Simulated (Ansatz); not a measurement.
Input file for BrCl3Zr (`[Cl][Zr]([Cl])([Cl])[Br]`):

```yaml
crystal:
  periodic: [false, false, false]
  atoms:
    - {symbol: Cl, position_ang: [-0.802917, -0.139693, 2.165948]}
    - {symbol: Zr, position_ang: [0.006009, -0.043426, -0.000345]}
    - {symbol: Cl, position_ang: [2.026362, -1.166345, -0.117532]}
    - {symbol: Cl, position_ang: [-1.512847, -1.041170, -1.433552]}
    - {symbol: Br, position_ang: [0.333295, 2.317034, -0.656019]}
basis:
  gaussian: {orbitals: def2-SVP}
correlation: {method: ccsd_t}
```

```sh
$ ansatz run in.yaml --threads 4 --pin off --events-out ev --progress --plain --max-ram 10444MiB
```

The program prints (abridged):

```
Functional definition: HF
1107 factors; integrals over basis functions are off by at most 9.7e-4 eV
mean field evaluation 1: about -108761.4184 eV, gradient 3.0e1 eV
mean field evaluation 2: about -108761.6052 eV, gradient 3.1e1 eV
mean field evaluation 4: about -108764.6805 eV, gradient 1.6e0 eV
mean field evaluation 8: about -108764.7132 eV, gradient 1.6e-1 eV
mean field -108764.71344737 eV, -3997.0294958201 hartree, gradient 5.6e-6 eV, S^2 0.000000; 0 other end points of the search recorded, 0 dependent functions left out
24 core orbitals not correlated: weight in the atoms' cores, before any rotation towards them, 1.000 or more for the frozen orbitals, at most 0.000 for the correlated occupied ones
reference -108764.71344737 eV, -3997.0294958201 hartree; 25, 25 occupied and 68, 68 virtual orbitals, 1107 factors
second order -23.62893667 eV of doubles, -0.00000000 eV of singles
cycle   1  -23.60706642 eV  change    2.2e-2 eV  update   1.6e-1
cycle   2  -24.14469352 eV  change   -5.4e-1 eV  update   6.7e-2
cycle   3  -24.30582102 eV  change   -1.6e-1 eV  update   2.9e-2
cycle   4  -24.28790780 eV  change    1.8e-2 eV  update   7.5e-3
cycle   5  -24.28444924 eV  change    3.5e-3 eV  update   2.1e-3
cycle   6  -24.28439683 eV  change    5.2e-5 eV  update   6.6e-4
cycle   7  -24.28421100 eV  change    1.9e-4 eV  update   2.9e-4
cycle   8  -24.28428603 eV  change   -7.5e-5 eV  update   1.0e-4
cycle   9  -24.28437520 eV  change   -8.9e-5 eV  update   3.1e-5
cycle  10  -24.28436307 eV  change    1.2e-5 eV  update   8.1e-6
perturbative correction -0.79163920 eV, -0.0290922040 hartree
Total energy: -108789.78944964 eV, -3997.9510219065 hartree
```

It took 6 s on 4 threads of an Arm Neoverse V1 on a shared host, with 0.47 GiB of host memory at the peak.

MP2 recovers 94.2 % of the CCSD(T) correlation energy and the triples give 3.2 %; T1 = 0.0150.
